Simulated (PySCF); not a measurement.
# C₆ coefficients of unlike pairs at PW91

Calculated with PySCF 2.14 from the dipole response of each species, C₆(A,B) = (3/π) ∫ α_A(iu) α_B(iu) du, in atomic units, from isotropic polarisabilities. For ions this is the dispersion term alone; charge-induced terms of lower order in 1/R come first.

```tsv
species	configuration	basis	relativity	α (bohr³)	C₆ (like pair)
Lu+	[Xe] 4f14 6s2 (1S)	x2c-TZVPPall with one added diffuse shell each of s, p, d type (12s8p8d2f2g)	spin-free X2C	59.28	589.5
Cu(3+)	[Ar] 3d8 (3F)	aug-cc-pwCVTZ-DK (10s9p7d4f3g)	spin-free X2C	1.663	3.892
N	[He] 2s2 2p3 (4S)	aug-cc-pVTZ (5s4p3d2f)	none	7.999	27.57
```

(1) Estimate C₆ for Cu(3+) with Lu+.

No spin-orbit coupling is included.

The other pairs:

```csv
pair,C₆
"N, Lu+",117.4
"N, Cu(3+)",8.909
```

## Answers

(1) The integral gives 33.10. The combination rule 2 C_A C_B / (C_A α_B/α_A + C_B α_A/α_B) gives 29.55 and the geometric mean 47.90.
